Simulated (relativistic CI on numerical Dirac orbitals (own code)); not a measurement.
**Sc³⁺ in a cubic cluster: 2p photoemission with charge transfer**

Computed with a charge-transfer multiplet model of a cubic metal-ligand cluster with up to 2 ligand holes, Slater and spin-orbit integrals from Dirac-Coulomb-Breit ions, Slater integrals scaled by 0.8. The ground state mixes d0 with configurations of k ligand holes L, whose averages lie at kΔ + k(k − 1)U_dd/2; a core hole lowers each added d electron by U_cd. 20 K, Lorentzian 0.6 eV and Gaussian 0.8 eV FWHM.

Atomic integrals in eV (Slater integrals scaled, ζ unscaled), ground: F2dd 4.710, F4dd 2.885, zeta_d 0.005; with the core hole: F2dd 4.710, F4dd 2.885, zeta_d 0.020, zeta_core 3.003, F2cd 4.113, G1cd 2.955, G3cd 1.675. Where a configuration has fewer than two d electrons, the dd integrals are those of d2.

Cluster parameters (eV): U_dd = 4.1, U_cd = 5.3, 10Dq = 1.85, 10Dq(ligand) = 1.2, V(eg) = 2.7, V(t2g) = -1.27, final-state hopping factor = 0.9.

```
    Case   n_d    d0   d1L  d2L2     S
Δ = 4 eV  0.61  0.48  0.44  0.09  0.00
Δ = 5 eV  0.53  0.53  0.40  0.07  0.00
Δ = 7 eV  0.40  0.64  0.32  0.04  0.00
```

Weights, n_d and S are thermal averages at 20 K. Binding energies count from the first peak over 30 % of the highest in each spectrum, which can be another peak from case to case. The parameters are a model scan and need not match a compound or its usual spin state. Peaks in eV (height, largest 100):
- Δ = 4 eV: 0.0 (100), 4.5 (37), 10.0 (10)
- Δ = 5 eV: 0.0 (100), 4.5 (38), 9.7 (10)
- Δ = 7 eV: 0.0 (100), 4.5 (40), 9.5 (8)

Curve for Δ = 5 eV (points under 2 left out, the grid thinned):

| E (eV) | Intensity |
| --- | --- |
| -2.8 | 2.1 |
| -2.4 | 2.9 |
| -2.1 | 3.8 |
| -1.8 | 5.3 |
| -1.4 | 9.4 |
| -1.0 | 20.7 |
| -0.7 | 41.6 |
| -0.4 | 74.8 |
| 0.0 | 100.0 |
| 0.4 | 67.8 |
| 0.7 | 36.4 |
| 1.0 | 18.5 |
| 1.4 | 9.2 |
| 1.8 | 6.2 |
| 2.1 | 5.6 |
| 2.4 | 5.8 |
| 2.8 | 7.4 |
| 3.2 | 11.2 |
| 3.5 | 16.1 |
| 3.8 | 23.2 |
| 4.2 | 34.4 |
| 4.6 | 37.7 |
| 4.9 | 30.7 |
| 5.2 | 22.0 |
| 5.6 | 14.5 |
| 6.0 | 9.3 |
| 6.3 | 6.4 |
| 6.6 | 4.6 |
| 7.0 | 3.2 |
| 7.4 | 2.5 |
| 7.7 | 2.4 |
| 8.0 | 2.5 |
| 8.4 | 3.2 |
| 8.8 | 4.5 |
| 9.1 | 6.4 |
| 9.4 | 8.9 |
| 9.8 | 10.0 |
| 10.2 | 7.1 |
| 10.5 | 4.5 |
| 10.8 | 2.8 |
| 13.6 | 2.5 |
| 14.0 | 4.4 |
| 14.3 | 4.9 |
| 14.6 | 4.0 |
| 15.0 | 2.1 |

A d0 ion has no d-d gap: its lowest excitations are ligand-to-metal charge transfer. With the core hole the configuration with one ligand hole lies at Δ − U_cd = -1.3, -0.3, 1.7 eV from the one without, in the order of the table; where this is negative the screened configuration lies lower, though the effective hopping of about 5.4 eV (from the holes of the mixed ground state) mixes the two strongly wherever it is as large as the gap.
